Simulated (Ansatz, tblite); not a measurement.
Cost and result up the ladder for (I2Ga-mu-OH)2 (Ga2I4O2H2) (10 atoms). Total charge 0; singlet. Geometry: PBE-D4/def2-SVP.

| atom | x (Å) | y (Å) | z (Å) |
| --- | --- | --- | --- |
| Ga1 | -0.906 | -0.827 | -0.856 |
| I2 | -2.865 | -0.132 | -2.230 |
| I3 | -0.101 | -3.202 | -0.694 |
| O4 | -0.920 | 0.007 | 0.926 |
| Ga5 | 0.752 | 1.033 | 0.777 |
| I6 | 0.363 | 3.488 | 0.949 |
| I7 | 2.610 | -0.161 | 1.976 |
| O8 | 0.624 | 0.391 | -1.079 |
| H9 | -0.993 | -0.599 | 1.690 |
| H10 | 1.436 | 0.001 | -1.460 |

Ansatz on 2 threads of AMD EPYC 7R13 on a shared host and a share (18 GiB) of an NVIDIA H100 80GB HBM3; xTB runs through tblite on one thread. Times are rough, summed over both states, and most runs start from the orbitals of an earlier one. PBE0-D4/def2-TZVP serves as the yardstick here, not as an exact answer. The other state is a triplet.

In the def2 sets I takes a core potential; there is no spin–orbit coupling. The xTB rows come from tblite. HOMO above LUMO, or a gap near zero within one spin, warns that the state may not be the lowest or that an electron is smeared out.

xTB has no spin-polarisation term.

```
                          level  functions  wall time  vertical triplet (eV)  difference from PBE0-D4/def2-TZVP (eV)                                  remarks
                       GFN1-xTB         66    0.056 s                   4.80                                    0.48                                        –
                       GFN2-xTB         64    0.056 s                   4.08                                   -0.24                                        –
               PBE-D4/def2-TZVP        370       10 s                   3.60                                   -0.72  gap within one spin near zero (triplet)
            r2SCAN-D4/def2-TZVP        370       20 s                   4.01                                   -0.31  gap within one spin near zero (triplet)
PBE0-D4/def2-TZVP (with forces)        370       21 s                   4.32                                    0.00                                        –
```
